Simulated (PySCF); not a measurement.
Breaking a bond: K2, singlet.

Methods: RKS-PBE = PySCF with restricted PBE/def2-TZVP; UKS-PBE = unrestricted PBE/def2-TZVP (PySCF); RKS-wB97X-V = restricted wB97X-V/def2-TZVP (PySCF); UCCSD(T) = CCSD(T) on UHF/def2-TZVP, 10 core orbitals frozen (PySCF).

Energies relative to the lowest point of each curve near equilibrium, in kcal/mol; the last columns give the difference from UCCSD(T):

```
R / Å  RKS-PBE  UKS-PBE  RKS-wB97X-V  UCCSD(T)  RKS-PBE − UCCSD(T)  UKS-PBE − UCCSD(T)  RKS-wB97X-V − UCCSD(T)
-----  -------  -------  -----------  --------  ------------------  ------------------  ----------------------
3.02       9.9      9.9         10.5       9.5                 0.4                 0.4                     1.1
3.18       6.4      6.4          6.9       6.2                 0.2                 0.2                     0.7
3.38       3.3      3.3          3.6       3.2                 0.1                 0.1                     0.4
3.65       0.9      0.9          1.0       0.9                 0.1                 0.1                     0.1
3.75       0.5      0.5          0.5       0.4                 0.0                 0.0                     0.0
3.91       0.1      0.1          0.0       0.0                 0.0                 0.0                     0.0
4.01       0.0      0.0          0.0       0.0                 0.0                 0.0                     0.0
4.14       0.1      0.1          0.2       0.1                 0.0                 0.0                     0.0
4.23       0.3      0.3          0.4       0.3                 0.0                 0.0                     0.1
4.44       1.0      1.0          1.3       1.1                -0.1                -0.1                     0.3
4.60       1.7      1.7          2.3       1.8                -0.1                -0.1                     0.4
4.96       3.7      3.7          5.0       3.9                -0.2                -0.2                     1.1
5.45       6.6      6.6          9.2       6.6                 0.0                -0.1                     2.6
6.07      10.2      9.5         14.7       9.0                 1.2                 0.6                     5.7
6.69      13.1     11.5         19.9      10.2                 2.9                 1.3                     9.7
7.28      15.3     12.5         24.2      10.7                 4.6                 1.8                    13.5
8.04      17.3     13.1         29.0      11.1                 6.2                 2.0                    17.9
8.83      18.6     13.3         32.9      11.2                 7.4                 2.1                    21.7
9.76      19.5     13.4         36.5      11.3                 8.2                 2.1                    25.1
10.87     20.0     13.4         39.4      11.4                 8.7                 2.0                    28.1
11.90     20.2     13.4         41.4      11.4                 8.9                 2.0                    30.0
```

RKS-PBE is furthest from UCCSD(T) at 11.90 (8.9 kcal/mol, above); its mean absolute difference over the points is 2.4 kcal/mol.

UKS-PBE is furthest from UCCSD(T) at 8.83 (2.1 kcal/mol, above); its mean absolute difference over the points is 0.7 kcal/mol.

RKS-wB97X-V is furthest from UCCSD(T) at 11.90 (30.0 kcal/mol, above); its mean absolute difference over the points is 7.5 kcal/mol.

The restricted form behind RKS-PBE, RKS-wB97X-V keeps the bonding electrons paired and can't separate into open-shell fragments. The unrestricted determinant behind UKS-PBE is spin-contaminated at 5.45 to 11.90 Å (<S²> up to 1.0, against 0.00 for a pure singlet). The unrestricted determinant behind UCCSD(T) is spin-contaminated at 3.02 to 11.90 Å (<S²> up to 1.0, against 0.00 for a pure singlet).
